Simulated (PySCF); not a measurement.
**Substituent effects on chemical shifts**

Parent skeleton `[CH2:1]=[CH:2][SiH:3]([SiH3:4])[O:5][CH3:6]`; one hydrogen on atom 4 is replaced by X. Hydrogens on one atom are averaged.

Computational details: geometry from GFN2-xTB, shieldings: GIAO PBE0/pcSseg-1, in PySCF (a single conformation, fast rotation and ring inversion assumed for equivalent nuclei, relativity neglected, in vacuum).

Scale: TMS for 13C (σref 186.93), 29Si (σref 349.16), 1H (σref 31.72); 17O (σref 336.08) against H2O (reference shieldings calculated alike).

Four derivatives gave (δ, ppm):
```csv
compound,C1,C2,Si3,Si4,O5,C6,H(C1),H(C2),H(Si3)
1,143.3,141.7,-21.7,-39.1,-7.5,53.3,6.46,6.36,5.48
2,141.5,144.4,-13.8,-82.5,-3.1,53.5,6.37,6.56,5.65
3,140.7,143.8,-16.8,-27.1,3.0,54.5,6.26,6.98,5.55
4,143.6,139.9,-14.7,-52.4,1.8,54.7,6.39,6.80,5.67
```

**Question.** Their substituents are CONH2, Cl, OCH3, SCH3. Which is which?

**Answer.** 1: X = Cl (C=C[Si@@H](OC)[SiH2]Cl); 2: X = CONH2 (C=C[Si@@H](OC)[SiH2]C(N)=O); 3: X = OCH3 (C=C[Si@H](OC)[SiH2]OC); 4: X = SCH3 (C=C[Si@H](OC)[SiH2]SC).

Experimental scales use liquid or dissolved standards, which lie at an offset from isolated H2O (liquid H2O: subtract about 36 ppm).
